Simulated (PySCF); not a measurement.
Compound: C6H9O (charge +1).
Atom-mapped SMILES: `[CH:1]#[C:2][C+:3]([CH3:4])[CH2:5][O:6][CH3:7]` (hydrogens: H8 on C1; H9, H10, H11 on C4; H12, H13 on C5; H14, H15, H16 on C7)

Cartesian coordinates in Å at the GFN2-xTB level; atoms count from 1:
```xyz
16
C6H9O angstrom
C     -2.7223    1.3239   -1.5103
C     -1.8904    0.7515   -0.8419
C     -0.9697    0.0747   -0.0629
C     -1.3865   -0.8842    0.9337
C      0.4633    0.3276   -0.2492
O      1.2359   -0.4432    0.5981
C      2.6380   -0.2893    0.4478
H     -3.4452    1.8235   -2.0952
H     -2.4628   -1.0042    1.0117
H     -0.9394   -0.6112    1.8988
H     -0.8902   -1.8420    0.7260
H      0.7172    0.1622   -1.3168
H      0.6434    1.4146   -0.1080
H      3.0876   -0.9454    1.1885
H      2.9487    0.7414    0.6369
H      2.9648   -0.5911   -0.5505
```

Computed, not measured: TDDFT CAM-B3LYP/def2-SVPD, vertical, gas phase, core orbitals frozen in the response in PySCF.

Frontier orbitals with the atoms that hold most of them (Löwdin shares over 4%, at most four atoms; ? is withheld):

| orbital | ε (eV) | atoms |
| --- | --- | --- |
| LUMO+2 | -2.85 | C2 16%, C5 16%, C1 14%, C3 12% |
| LUMO+1 | -3.53 | C1 37%, C2 31%, H8 8%, C3 8% |
| LUMO | ? | ? |
| HOMO | -13.73 | ? |
| HOMO-1 | -15.26 | O6 31%, C1 15%, C2 13%, C7 12% |
| HOMO-2 | -15.42 | C1 28%, C2 26%, O6 14%, C7 11% |
| HOMO-3 | -16.01 | C2 37%, C1 28%, C3 11%, C4 5% |

(1) Which atoms hold the HOMO, and with what shares?

(2) Which atoms hold the LUMO, and with what shares?

(3) What is the LUMO energy, and the HOMO–LUMO gap?

Results:

(1) O6 (bonded to 2 C) 56%; C7 (bonded to O and 3 H) 12%; C5 (bonded to C, O and 2 H) 7%; H16 (bonded to C) 6%. By element: oxygen 56%, carbon 20% or more, hydrogen 6% or more.

(2) C3 (bonded to 3 C) 36%; C1 (bonded to C and H) 22%; C2 (bonded to 2 C) 12%; C4 (bonded to C and 3 H) 7%.

(3) ε(LUMO) = -7.90 eV; the gap is 5.83 eV (0.2141 hartree).

Problem. How does S1 compare with the orbital gap of 5.83 eV?

Solution. S1 is at 3.04 eV (f = 0.061), 2.78 eV below the gap, made of HOMO→LUMO (96%). 

Next come S2 at 3.15 eV (f 0.0016), HOMO-2→LUMO (53%), HOMO-1→LUMO (43%); S3 at 4.50 eV (f 0.0007), HOMO-1→LUMO (53%), HOMO-2→LUMO (41%); S4 at 5.08 eV (f 0.188), HOMO-3→LUMO (89%); S5 at 5.76 eV (f 0.0024), HOMO-4→LUMO (67%), HOMO-6→LUMO (26%).

One conformer stands for the species.
